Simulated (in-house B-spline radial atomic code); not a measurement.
The numbers below are computed, except where a source is named.
**What the choice of pseudopotential does to G0W0 on PBE0: Pb²⁺**

All numbers come from a B-spline radial code for spherical atoms, non-relativistic (model numbers for so heavy an element), configuration [Xe] 4f14 5d10 6s2, open shells at high spin. Semilocal Troullier-Martins pseudo-atoms, one channel per l, are made with PBE or LDA for several valence sets and radii, with or without a model core, and set against the all-electron atom. One channel fits only the lowest state of its l, so a second state of that l is approximate. All electrons give 6s: PBE0 -24.800 eV, G0W0 -28.381 eV. Potentials are made in the ion's own configuration unless the neutral atom is named, and a smooth local potential serves every l without a channel. Potentials that miss their own reference levels by more than 6 millihartree, or need radii over 3.5 bohr, are left out. Columns give pseudo minus all-electron, in eV; a dash marks a level in the core or of low weight.

| valence | made with | radii (bohr) | model core (bohr) | 6s PBE0 | 6s G0W0 |
| --- | --- | --- | --- | --- | --- |
| 6s | PBE | s 2.15 p 2.49 | none | -0.05 | +0.30 |
| 6s | PBE, neutral atom | s 2.56 p 3.18 | none | -0.05 | +0.34 |
| 6s | PBE, neutral atom | s 2.22 p 2.76 | 2.01 | +0.34 | +0.77 |
| 6s | PBE, neutral atom | s 2.89 p 3.40 | 2.01 | +0.37 | +0.84 |
| 5d 6s | LDA, neutral atom | s 1.78 p 2.17 d 0.85 | none | -0.31 | -0.85 |
| 5d 6s | LDA, neutral atom | s 1.78 p 2.17 d 0.85 | 0.94 | -0.23 | -0.74 |
| 5d 6s | PBE, neutral atom | s 2.00 p 2.49 d 0.96 | 0.94 | -0.27 | -0.80 |
| 5d 6s | PBE, neutral atom | s 2.22 p 2.76 d 1.07 | 0.94 | -0.28 | -0.79 |
| 5d 6s | PBE, neutral atom | s 2.56 p 3.18 d 1.23 | 0.94 | -0.28 | -0.82 |
| 5p 5d 6s | LDA, neutral atom | s 2.22 p 0.92 d 1.07 | none | -0.58 | -1.54 |
| 5p 5d 6s | LDA, neutral atom | s 2.89 p 1.19 d 1.39 | none | -0.69 | -1.92 |
| 5p 5d 6s | PBE | s 1.72 p 0.73 d 0.85 | 0.72 | -0.44 | -1.38 |
| 5p 5d 6s | PBE, neutral atom | s 2.00 p 0.82 d 0.96 | 0.72 | -0.69 | -1.71 |
| 5p 5d 6s | PBE, neutral atom | s 2.22 p 0.92 d 1.07 | 0.72 | -0.60 | -1.57 |

(1) How does the G0W0 shift of 6s, which all sets hold, depend on the valence set?

## Answers

(1) Mean size: 6s: 0.56 eV; 5d 6s: 0.80 eV; 5p 5d 6s: 1.62 eV. A larger valence set can do worse when it takes only part of a shell, whose exchange with the frozen rest is then left to the functional. The means mix radii and the functional used in making the potentials.
